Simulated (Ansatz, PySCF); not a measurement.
System: GeH₂, net charge 0, singlet state. SMILES: [GeH2]
Geometry: optimised at B3LYP-D3(BJ)/def2-TZVP (Ansatz, a quantum-chemistry and plane-wave program).

Unscaled harmonic wavenumbers (cm⁻¹) in rising order, each level at the stationary point that it reaches from this structure (no distance between atoms moves by over 0.3 Å); the order of modes can differ between levels, and a negative number is imaginary. B3LYP-D3(BJ)/def2-TZVP (PySCF, at the structure above): 936, 1892, 1900.

HF/6-31G* with LANL2DZ past Ar (Ansatz): 1035, 1950, 1953. Zero-point energy 7.1 against 6.8 kcal/mol; where all levels lie over 400 cm⁻¹, the wavenumbers are on average 1.055 times those of B3LYP-D3(BJ)/def2-TZVP.

B3LYP/6-31G* with LANL2DZ past Ar (Ansatz): 958, 1830, 1841. Zero-point energy 6.6 against 6.8 kcal/mol; where all levels lie over 400 cm⁻¹, the wavenumbers are on average 0.986 times those of B3LYP-D3(BJ)/def2-TZVP.
